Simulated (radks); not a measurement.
Results of a calculation; reference values are marked as such.
Species: La40+. Configuration: [Ne] 3s2 3p5 (the NIST ground configuration). Code: a radial shooting solver on a logarithmic mesh with Libxc functionals. Model: scalar-relativistic Kohn-Sham, PBE, spin-unpolarised, spherical densities, point nucleus.

Normalised radial functions P(r) = r R(r), r in bohr:

r,1s
0.001097,1.1487
0.001362,1.3770
0.001703,1.6555
0.002114,1.9682
0.002624,2.3268
0.003256,2.7316
0.004042,3.1792
0.005016,3.6606
0.006275,4.1775
0.007788,4.6655
0.009666,5.1040
0.012,5.4429
0.01489,5.6234
0.01848,5.5864
0.02312,5.2703
0.02869,4.6852
0.03561,3.8645
0.0442,2.9057
0.05485,1.9486
0.06808,1.1342
0.08517,0.5376
0.1057,0.2097
0.1312,0.0624
0.1628,0.0133
0.2021,0.0019
0.2528,0.0001
0.3138,0.0000
0.3894,0.0000
0.4833,0.0000
0.5998,0.0000
0.7444,0.0000

1s: eigenvalue -41108 eV, 0 radial nodes, <r> = 0.0251 bohr, 90 % of the charge inside 0.0452 bohr.
